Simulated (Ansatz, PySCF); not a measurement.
H, charge -1, singlet (in this run its highest filled SCF level lies above zero, so its values depend strongly on the basis, on diffuse functions most of all). Base run: CASSCF(2,2)/cc-pVDZ run with PySCF.

Input for PySCF:
```python
from pyscf import gto, scf, mcscf
import numpy

mol = gto.Mole()
mol.atom = '''
    H     0.000000    0.000000    0.000000
'''
mol.basis = 'cc-pvdz'
mol.charge = -1
mol.spin = 0
mol.verbose = 4
mol.build()

mf = scf.RHF(mol)
mf.kernel()
mc = mcscf.CASSCF(mf, 2, 2)
mc.fix_spin_(ss=0.0)
mc.kernel()
occ = numpy.linalg.eigvalsh(mc.fcisolver.make_rdm1(mc.ci, mc.ncas, mc.nelecas))[::-1]
ss = mc.fcisolver.spin_square(mc.ci, mc.ncas, mc.nelecas)[0]
print('natural occupations', occ.round(4), ' <S^2>', round(ss, 4))
```

Programs used: Ansatz (an electronic-structure program), PySCF; a row that names a program was run with it.

Variants of this job, named by their change:

```json
[
 {"change": "base", "ΔE vs base (mEh)": "0.000", "natural occupations": "1.98 0.02", "<S^2> of the state": "0.00"},
 {"change": "solver = newton", "ΔE vs base (mEh)": "0.000", "natural occupations": "1.98 0.02", "<S^2> of the state": "0.00"},
 {"change": "orbitals = fixed (CASCI)", "ΔE vs base (mEh)": "0.000", "natural occupations": "1.98 0.02", "<S^2> of the state": "0.00"},
 {"change": "start = MP2 natural orbitals", "ΔE vs base (mEh)": "0.000", "natural occupations": "1.98 0.02", "<S^2> of the state": "0.00"},
 {"change": "state_average = 2 states", "ΔE vs base (mEh)": "0.000", "natural occupations": "-", "<S^2> of the state": "-"},
 {"change": "correction = SC-NEVPT2", "ΔE vs base (mEh)": "-6.975", "natural occupations": "1.98 0.02", "<S^2> of the state": "0.00"},
 {"change": "active space = 2 electrons, 3 orbitals", "ΔE vs base (mEh)": "-3.351", "natural occupations": "1.98 0.02 0.00", "<S^2> of the state": "0.00"},
 {"change": "conv_tol = 1e-5", "ΔE vs base (mEh)": "0.000", "natural occupations": "1.98 0.02", "<S^2> of the state": "0.00"},
 {"change": "code = ansatz", "ΔE vs base (mEh)": "0.000", "natural occupations": "-", "<S^2> of the state": "-"},
 {"change": "active space = 2 electrons, 4 orbitals", "ΔE vs base (mEh)": "-6.619", "natural occupations": "1.98 0.02 0.00 0.00", "<S^2> of the state": "0.00"},
 {"change": "orbitals = fixed (CASCI); correction = SC-NEVPT2", "ΔE vs base (mEh)": "-6.975", "natural occupations": "1.98 0.02", "<S^2> of the state": "0.00"}
]
```

Active orbitals are taken around the Fermi level unless the row says otherwise; CASSCF can end in different local minima, and two programs can end on different orbitals. State-averaged rows give the lowest state.
